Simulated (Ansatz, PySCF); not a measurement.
Complex: HCl (SMILES Cl) (first 2 atoms) with SiH4 (SMILES [SiH4]); geometry from B3LYP-D3(BJ)/def2-TZVP, rigid monomers moved along the line of their centres of mass till Cl1···Si3 is 4.34 Å.
(charge 0, multiplicity 1):
```xyz
7

Cl     0.626     1.138    -0.225
H      1.119    -0.034    -0.058
Si    -0.301    -0.260     3.777
H     -0.438     1.210     3.857
H     -1.282    -0.807     2.814
H     -0.538    -0.856     5.112
H      1.068    -0.610     3.330
```

Interaction energies are E(AB) − E(A) − E(B) at the monomers' geometry in the complex; basis-set methods are counterpoise corrected.

Frozen-core correlation. CBS(a, b) extrapolates the correlation energy as X⁻³ and adds the Hartree–Fock energy of set b.

Programs: Ansatz (Gaussian orbitals); PySCF for the dispersion terms. Values without a source in brackets are computed.

PBE/def2-TZVPPD gives -0.36 kcal/mol for the interaction energy.

Task: Predict the shift from PBE, with its sign, for: PBE-D3(BJ)/def2-TZVPPD, r2SCAN/def2-TZVPPD, PBE0/def2-TZVPPD, wB97M-V/def2-TZVPPD, MP2/CBS(aug-cc-pV(D+d)Z, aug-cc-pV(T+d)Z), CCSD(T)/CBS(aug-cc-pV(D+d)Z, aug-cc-pV(T+d)Z).

Result: PBE-D3(BJ)/def2-TZVPPD -0.50; r2SCAN/def2-TZVPPD -0.10; PBE0/def2-TZVPPD 0.06; wB97M-V/def2-TZVPPD -0.27; MP2/CBS(aug-cc-pV(D+d)Z, aug-cc-pV(T+d)Z) -0.32; CCSD(T)/CBS(aug-cc-pV(D+d)Z, aug-cc-pV(T+d)Z) -0.30 kcal/mol. 1 of 6 lie above PBE; the widest gap is to PBE-D3(BJ)/def2-TZVPPD.

Ansatz is a first-principles code.
